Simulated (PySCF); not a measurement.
AlBClHN, AlBH3N2, Al2BH3N, AlBFH2N and others (calculated)

Computed with PySCF 2.14.0. Calculation on a computer-drawn molecule: the log of a Hartree-Fock and frozen-core CCSD(T) single point meant for a local Hartree-Fock minimum, with one planted fault or none, to be diagnosed. Offsets are logged minus clean, where the clean run is the same molecule without the fault. The reference is restricted for singlets and unrestricted otherwise, and also for a bond in bohr or an excited solution. Adding or removing an electron swaps singlet and doublet. The excited solution moves the top pair (singlet) or top alpha electron (doublet) to the lowest empty orbital. Highest occupied and lowest empty are orbital energies over both spins, largest force is the largest gradient component, triples share is (T) over the correlation energy, the T1 limit is 0.02 restricted and 0.045 unrestricted, electrons count all cores, a negative frequency is imaginary (commonest isotopes), and the dipole is about the centre of nuclear charge.

Common to all runs: meant basis cc-pV(D+d)Z; logged SCF converged yes; possible faults no fault, one electron removed, one electron added, multiplicity raised by two, geometry at a saddle point, SCF held on an excited solution, minimal basis STO-3G, one bond length entered in bohr, all coordinates scaled.

(1) 
```xyz
5
formula=AlBClHN meant_charge=1 meant_multiplicity=1 logged_electrons=43 logged_basis_functions=79 logged_spin_squared=0.7929 logged_highest_occupied=-5.9618 logged_lowest_empty=0.56818 logged_largest_force=0.034902 logged_T1_diagnostic=0.020096 logged_D1_diagnostic=0.063032 logged_triples_share=0.034425 logged_CC_converged=yes logged_dipole_magnitude=0.23047 logged_SCF_stable_within_its_kind=yes logged_energy_HF=-781.14302 logged_energy_CCSD(T)=-781.60864 planted_fault=one_electron_added HF_energy_offset_from_clean_run=-124.7 CCSD(T)_energy_offset_from_clean_run=-126.2
N     -0.4172    -0.4989    -1.1983
B     -1.1359    -0.7278    -0.2465
Al    -2.3466    -1.1121     1.3544
Cl    -3.5389    -1.4898     2.9280
H      0.1704    -0.3109    -1.9764
```

Units: logged_highest_occupied, logged_lowest_empty in eV; logged_largest_force in hartree/bohr; logged_dipole_magnitude in debye; logged_energy_HF, logged_energy_CCSD(T) in hartree; HF_energy_offset_from_clean_run, CCSD(T)_energy_offset_from_clean_run in kcal/mol.

Drawn bonds:
| atom | other atom | order |
| --- | --- | --- |
| 1 | 2 | 2 |
| 2 | 3 | 1 |
| 3 | 4 | 1 |
| 1 | 5 | 1 |

(2) 
```xyz
7
formula=AlBH3N2 meant_charge=1 meant_multiplicity=1 logged_electrons=35 logged_basis_functions=80 logged_spin_squared=0.7885 logged_highest_occupied=-5.5414 logged_lowest_empty=1.4785 logged_largest_force=0.036921 logged_T1_diagnostic=0.020619 logged_D1_diagnostic=0.062009 logged_triples_share=0.033956 logged_CC_converged=yes logged_dipole_magnitude=2.2451 logged_SCF_stable_within_its_kind=yes logged_energy_HF=-377.22541 logged_energy_CCSD(T)=-377.73122 planted_fault=one_electron_added HF_energy_offset_from_clean_run=-116 CCSD(T)_energy_offset_from_clean_run=-119.7
N     -1.9071     1.2092    -2.3070
B     -1.5824     0.6175    -1.2958
Al    -1.0355    -0.3789     0.4074
N     -0.5791    -1.2106     1.8287
H     -2.1721     1.6921    -3.1323
H      0.2345    -1.0080     2.3878
H     -1.0810    -1.9813     2.2407
```

Units: logged_highest_occupied, logged_lowest_empty in eV; logged_largest_force in hartree/bohr; logged_dipole_magnitude in debye; logged_energy_HF, logged_energy_CCSD(T) in hartree; HF_energy_offset_from_clean_run, CCSD(T)_energy_offset_from_clean_run in kcal/mol.

Drawn bonds:
| atom | other atom | order |
| --- | --- | --- |
| 1 | 2 | 2 |
| 2 | 3 | 1 |
| 3 | 4 | 1 |
| 1 | 5 | 1 |
| 4 | 6 | 1 |
| 4 | 7 | 1 |

(3) 
```xyz
7
formula=AlBH3N2 meant_charge=1 meant_multiplicity=1 logged_electrons=34 logged_basis_functions=80 logged_spin_squared=0 logged_highest_occupied=-16.367 logged_lowest_empty=-4.5483 logged_largest_force=1.06e-05 logged_lowest_frequency=111.19 logged_T1_diagnostic=0.019268 logged_D1_diagnostic=0.05269 logged_triples_share=0.034993 logged_CC_converged=yes logged_dipole_magnitude=2.7443 logged_SCF_stable_within_its_kind=yes logged_energy_HF=-377.04047 logged_energy_CCSD(T)=-377.54041 planted_fault=no_fault HF_energy_offset_from_clean_run=0 CCSD(T)_energy_offset_from_clean_run=0
N     -1.9071     1.2092    -2.3070
B     -1.5824     0.6175    -1.2958
Al    -1.0355    -0.3789     0.4074
N     -0.5791    -1.2106     1.8287
H     -2.1721     1.6921    -3.1323
H      0.2345    -1.0080     2.3878
H     -1.0810    -1.9813     2.2407
```

Units: logged_highest_occupied, logged_lowest_empty in eV; logged_largest_force in hartree/bohr; logged_lowest_frequency in cm⁻¹; logged_dipole_magnitude in debye; logged_energy_HF, logged_energy_CCSD(T) in hartree; HF_energy_offset_from_clean_run, CCSD(T)_energy_offset_from_clean_run in kcal/mol.

Drawn bonds:
| atom | other atom | order |
| --- | --- | --- |
| 1 | 2 | 2 |
| 2 | 3 | 1 |
| 3 | 4 | 1 |
| 1 | 5 | 1 |
| 4 | 6 | 1 |
| 4 | 7 | 1 |

(4) 
```xyz
7
formula=Al2BH3N meant_charge=1 meant_multiplicity=1 logged_electrons=40 logged_basis_functions=89 logged_spin_squared=0 logged_highest_occupied=-11.243 logged_lowest_empty=-5.6838 logged_largest_force=0.015789 logged_T1_diagnostic=0.020792 logged_D1_diagnostic=0.052326 logged_triples_share=0.035572 logged_CC_converged=yes logged_dipole_magnitude=3.4616 logged_SCF_stable_within_its_kind=yes logged_energy_HF=-564.39964 logged_energy_CCSD(T)=-564.79582 planted_fault=one_bond_length_entered_in_bohr,row_3_of_the_drawn_bonds HF_energy_offset_from_clean_run=44.12 CCSD(T)_energy_offset_from_clean_run=42.58
N     -2.4771    -0.2195    -2.1594
B     -2.1803     0.5299    -1.2387
Al    -1.6341     1.6924     0.3981
Al     0.2330    -1.1827     4.2114
H     -2.7307    -0.7900    -2.9274
H     -1.6406     3.2024     0.7768
H      0.8015    -2.0648     5.3693
```

Units: logged_highest_occupied, logged_lowest_empty in eV; logged_largest_force in hartree/bohr; logged_dipole_magnitude in debye; logged_energy_HF, logged_energy_CCSD(T) in hartree; HF_energy_offset_from_clean_run, CCSD(T)_energy_offset_from_clean_run in kcal/mol.

Drawn bonds:
| atom | other atom | order |
| --- | --- | --- |
| 1 | 2 | 2 |
| 2 | 3 | 1 |
| 3 | 4 | 1 |
| 1 | 5 | 1 |
| 3 | 6 | 1 |
| 4 | 7 | 1 |

(5) 
```xyz
7
formula=Al2BH3N meant_charge=0 meant_multiplicity=2 logged_electrons=41 logged_basis_functions=89 logged_spin_squared=0.8936 logged_highest_occupied=-6.0929 logged_lowest_empty=-0.85461 logged_largest_force=0.01598 logged_dipole_magnitude=0.9542 logged_SCF_stable_within_its_kind=no logged_energy_HF=-564.64496 planted_fault=SCF_held_on_an_excited_solution HF_energy_offset_from_clean_run=29.02
N     -0.8679    -2.5144    -0.4482
B     -0.2037    -2.1738     0.5338
Al     0.9743    -1.5440     2.1858
Al     2.2479     0.7195     2.1102
H     -1.4062    -2.7995    -1.2232
H      0.8475    -2.3598     3.5387
H      3.7611     1.0019     1.6993
```

Units: logged_highest_occupied, logged_lowest_empty in eV; logged_largest_force in hartree/bohr; logged_dipole_magnitude in debye; logged_energy_HF in hartree; HF_energy_offset_from_clean_run in kcal/mol.

Drawn bonds:
| atom | other atom | order |
| --- | --- | --- |
| 1 | 2 | 2 |
| 2 | 3 | 1 |
| 3 | 4 | 1 |
| 1 | 5 | 1 |
| 3 | 6 | 1 |
| 4 | 7 | 1 |

Notes: coupled-cluster numbers left out as unreliable.

(6) 
```xyz
7
formula=Al2BH3N meant_charge=0 meant_multiplicity=2 logged_electrons=41 logged_basis_functions=31 logged_spin_squared=0.7726 logged_highest_occupied=-2.8981 logged_lowest_empty=7.4076 logged_largest_force=0.076297 logged_T1_diagnostic=0.021254 logged_D1_diagnostic=0.055809 logged_triples_share=0.033222 logged_CC_converged=yes logged_dipole_magnitude=2.0329 logged_SCF_stable_within_its_kind=yes logged_energy_HF=-557.77941 logged_energy_CCSD(T)=-557.98446 planted_fault=minimal_basis_STO-3G HF_energy_offset_from_clean_run=4337 CCSD(T)_energy_offset_from_clean_run=4461
N     -0.8679    -2.5144    -0.4482
B     -0.2037    -2.1738     0.5338
Al     0.9743    -1.5440     2.1858
Al     2.2479     0.7195     2.1102
H     -1.4062    -2.7995    -1.2232
H      0.8475    -2.3598     3.5387
H      3.7611     1.0019     1.6993
```

Units: logged_highest_occupied, logged_lowest_empty in eV; logged_largest_force in hartree/bohr; logged_dipole_magnitude in debye; logged_energy_HF, logged_energy_CCSD(T) in hartree; HF_energy_offset_from_clean_run, CCSD(T)_energy_offset_from_clean_run in kcal/mol.

Drawn bonds:
| atom | other atom | order |
| --- | --- | --- |
| 1 | 2 | 2 |
| 2 | 3 | 1 |
| 3 | 4 | 1 |
| 1 | 5 | 1 |
| 3 | 6 | 1 |
| 4 | 7 | 1 |

(7) 
```xyz
6
formula=AlBFH2N meant_charge=0 meant_multiplicity=1 logged_electrons=36 logged_basis_functions=75 logged_spin_squared=0 logged_highest_occupied=-11.555 logged_lowest_empty=0.90593 logged_largest_force=3.034e-05 logged_lowest_frequency=139.82 logged_T1_diagnostic=0.017368 logged_D1_diagnostic=0.045934 logged_triples_share=0.027727 logged_CC_converged=yes logged_dipole_magnitude=1.7311 logged_SCF_stable_within_its_kind=yes logged_energy_HF=-421.74705 logged_energy_CCSD(T)=-422.27404
N     -2.0426    -1.7162     2.3642
B     -1.7474    -1.9666     1.1963
Al    -1.2415    -2.3515    -0.8071
F     -1.1151    -3.9367    -1.2617
H     -2.2796    -1.5283     3.3029
H     -0.9738    -1.2700    -1.9074
```

Units: logged_highest_occupied, logged_lowest_empty in eV; logged_largest_force in hartree/bohr; logged_lowest_frequency in cm⁻¹; logged_dipole_magnitude in debye; logged_energy_HF, logged_energy_CCSD(T) in hartree.

Drawn bonds:
| atom | other atom | order |
| --- | --- | --- |
| 1 | 2 | 2 |
| 2 | 3 | 1 |
| 3 | 4 | 1 |
| 1 | 5 | 1 |
| 3 | 6 | 1 |

(8) 
```xyz
5
formula=AlBFHN meant_charge=0 meant_multiplicity=2 logged_electrons=35 logged_basis_functions=25 logged_spin_squared=0.7665 logged_highest_occupied=-4.8949 logged_lowest_empty=6.883 logged_largest_force=0.072629 logged_T1_diagnostic=0.023883 logged_D1_diagnostic=0.070661 logged_triples_share=0.053563 logged_CC_converged=yes logged_dipole_magnitude=2.3337 logged_SCF_stable_within_its_kind=yes logged_energy_HF=-415.72857 logged_energy_CCSD(T)=-415.90999
N     -0.7858    -1.5796    -1.1362
B     -1.7632    -0.8602    -1.3422
Al    -3.4912     0.2968    -1.7828
F     -3.6512     1.7197    -0.9453
H      0.0040    -2.1425    -0.9576
```

Units: logged_highest_occupied, logged_lowest_empty in eV; logged_largest_force in hartree/bohr; logged_dipole_magnitude in debye; logged_energy_HF, logged_energy_CCSD(T) in hartree.

Drawn bonds:
| atom | other atom | order |
| --- | --- | --- |
| 1 | 2 | 2 |
| 2 | 3 | 1 |
| 3 | 4 | 1 |
| 1 | 5 | 1 |

Q: AlBFH2N (entry 7): planted fault?
A: no fault

Q: Which fault was planted in the run of AlBFHN (entry 8)?
A: minimal basis STO-3G

Further results for AlBFH2N (entry 7):

```
HF energy offset from clean run      : 0 kcal/mol
CCSD(T) energy offset from clean run : 0 kcal/mol
```

Further results for AlBFHN (entry 8):

```
HF energy offset from clean run      : 3395 kcal/mol
CCSD(T) energy offset from clean run : 3595 kcal/mol
```
